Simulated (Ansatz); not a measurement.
`CC(O)O[SiH3]` + `[OH][MgH]` → `C[O][MgH]` + `OCO[SiH3]`  (substitution at a C–C bond)

Computed with Ansatz on PBE0-D4/def2-TZVP structures; ΔE is electronic, products minus reactants. CBS: MP2 limit from def2 TZ/QZ plus the TZ coupled-cluster correction, frozen cores. DFT in def2-TZVPP. For Mg outer-core shells are correlated without core-valence functions, which leaves a few kJ/mol of doubt a bond. One conformer a species, not always the lowest.

`CC(O)O[SiH3]`:

Z-matrix (Å, degrees):
```
C
C 1 1.507
H 1 1.091 2 110.5
H 1 1.091 2 109.2 3 -120.0
H 1 1.091 2 110.1 3 120.3
O 2 1.389 1 107.8 3 -179.7
O 2 1.414 1 111.4 3 61.2
H 2 1.104 1 110.6 3 -59.0
H 6 0.962 2 108.1 1 -175.8
Si 7 1.644 2 124.5 1 -86.8
H 10 1.480 7 106.4 2 -169.0
H 10 1.491 7 110.1 2 -49.1
H 10 1.488 7 112.0 2 71.1
```

`[OH][MgH]`:

```xyz
4

O     0.646    0.586    0.612
Mg   -0.421   -0.381   -0.399
H     1.221    1.106    1.156
H    -1.447   -1.311   -1.370
```

`C[O][MgH]`:

Cartesian coordinates in Å:
```
C 0.812 0.177 0.809
O -0.151 -0.032 -0.151
Mg -1.385 -0.302 -1.381
H 1.816 -0.081 0.443
H 0.631 -0.430 1.709
H 0.846 1.228 1.131
H -2.568 -0.561 -2.561
```

`OCO[SiH3]`:

Cartesian coordinates in Å:
```
O 1.854 -1.375 -0.025
C 1.006 -0.337 -0.358
O -0.145 -0.376 0.447
Si -1.327 0.770 0.429
H 1.394 -2.204 -0.184
H 0.703 -0.384 -1.416
H 1.570 0.586 -0.182
H -2.331 0.348 1.431
H -0.770 2.106 0.777
H -1.953 0.865 -0.919
```

(1) Is it downhill or uphill in electronic energy at CCSD(T)/CBS, and by how much? (Estimate.)

(2) What do these levels give: PBE0-D4, ωB97M-V, PBE, r2SCAN, PBE0, HF/def2-TZVPP, MP2/def2-TZVPP, SCS-MP2/def2-TZVPP, HF/def2-QZVPP, SCS-MP2/def2-QZVPP, HF/CBS(def2), MP2/CBS(def2)? (An estimate is asked.)

Largest T1 diagnostic among the species: 0.011.

## Answers

(1) The calculation gave: Uphill: ΔE = +0.88 eV.

(2) The calculation gave: PBE0-D4 0.81, ωB97M-V 0.85, PBE 0.75, r2SCAN 0.82, PBE0 0.78, HF/def2-TZVPP 0.68, MP2/def2-TZVPP 0.90, SCS-MP2/def2-TZVPP 0.83, HF/def2-QZVPP 0.67, SCS-MP2/def2-QZVPP 0.84, HF/CBS(def2) 0.67, MP2/CBS(def2) 0.94 eV.

The D4 term adds +0.06 eV with B3LYP and +0.03 eV with PBE0; it sums over pairs of atoms, weighted by their polarisabilities, and B3LYP, whose exchange is more repulsive, gets the larger term. In def2-TZVPP, CCSD(T) changes the Hartree–Fock value by +0.16 eV (the triples alone add +0.02 eV) and MP2 by +0.23 eV.

B3LYP here is the variant with VWN-RPA as its local correlation; programs differ in this.
